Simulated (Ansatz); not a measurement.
```yaml
crystal:
  periodic: [false, false, false]
  atoms:
    - {symbol: C, position_ang: [1.109899, -0.202680, 0.565413]}
    - {symbol: B, position_ang: [0.103715, 0.114454, -0.572414]}
    - {symbol: F, position_ang: [0.508279, 0.380969, -1.798792]}
    - {symbol: C, position_ang: [-1.494673, 0.151230, -0.332002]}
    - {symbol: O, position_ang: [-2.281533, 0.343417, -1.226349]}
    - {symbol: H, position_ang: [2.143077, -0.286445, 0.228172]}
    - {symbol: H, position_ang: [0.825398, -1.120734, 1.091524]}
    - {symbol: H, position_ang: [1.054874, 0.588655, 1.324430]}
    - {symbol: H, position_ang: [-1.880535, -0.015266, 0.703015]}
basis:
  gaussian: {orbitals: LANL2DZ, nuclear_model: gaussian}
hamiltonian: {xc: {name: rPW86-PBE}}
scf: {lower_state_search: light}
```

```sh
$ ansatz run in.yaml --threads 2 --pin off --events-out ev --progress --plain --max-ram 4352MiB
```

Problem. How does Ansatz answer? (Estimate.)

Solution. Computed: The input was rejected before any iteration.
```
Error: <dir> can't be read: No such file or directory (os error 2)
```
